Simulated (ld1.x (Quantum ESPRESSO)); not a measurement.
# Which change was made? (P, TM)

phosphorus (P), norm-conserving Troullier–Martins (Kleinman–Bylander form), made with ld1.x (Quantum ESPRESSO) 7.5 (PBE, scalar-relativistic). Core [Ne], reference 3s2 3p3. Waves: 3s (bound): rc 1.75 bohr; 3p (bound): rc 1.40 bohr; 3d channel at -0.15 Ry: rc 1.55 bohr. Local part: all-electron potential smoothed inside 1.20 bohr (lloc = -1). Core correction: a·sin(br)/r model core inside 1.40 bohr.

Cutoffs, loose and tight: the cutoffs (Ry, on a coarse ladder) from which the occupation-weighted sum of valence levels, in a spherical-Bessel basis at the reference potential, stays within 10 and 1 mRy of its value at 400 Ry. They do not see the model core or the augmentation charge, which bear on the density cutoff. Test errors are all-electron minus pseudo excitation energies from the reference, over the configurations 3s2 3p2; 3s2 3p1; 3s2 3p0; 3s2 3p2.5; 3s2 3p3.3; 3s1 3p3; 3s1 3p4; variants that change the core or the reference have their own tests.

The base gives: outcome: generated; cutoff, loose: 35 Ry; cutoff, tight: 60 Ry; bound ghosts: none; largest test error (meV): +59.

Task: After one change the result is: outcome: generated; cutoff, loose: 18 Ry; cutoff, tight: 45 Ry; bound ghosts: none; largest test error (meV): +70. Which change was it?
A. wave 3p (bound): rc 1.40 bohr becomes 3p (bound): rc 1.14 bohr
B. wave 3p (bound): rc 1.40 bohr becomes 3p (bound): rc 1.26 bohr
C. wave 3p (bound): rc 1.40 bohr becomes 3p (bound): rc 1.66 bohr
D. wave 3p (bound): rc 1.40 bohr becomes 3p (bound): rc 1.04 bohr
E. wave 3p (bound): rc 1.40 bohr becomes 3p (bound): rc 1.48 bohr

Result: C. The others give: wave 3p (bound): rc 1.40 bohr becomes 3p (bound): rc 1.48 bohr → outcome: generated; cutoff, loose: 21 Ry; cutoff, tight: 50 Ry; bound ghosts: none; largest test error (meV): +63 | wave 3p (bound): rc 1.40 bohr becomes 3p (bound): rc 1.26 bohr → outcome: generated; cutoff, loose: 60 Ry; cutoff, tight: 100 Ry; bound ghosts: none; largest test error (meV): +50 | wave 3p (bound): rc 1.40 bohr becomes 3p (bound): rc 1.14 bohr → outcome: generated; cutoff, loose: 90 Ry; cutoff, tight: 110 Ry; bound ghosts: none; largest test error (meV): +50 | wave 3p (bound): rc 1.40 bohr becomes 3p (bound): rc 1.04 bohr → outcome: generated; cutoff, loose: 200 Ry; cutoff, tight: 260 Ry; bound ghosts: p; largest test error (meV): +109.
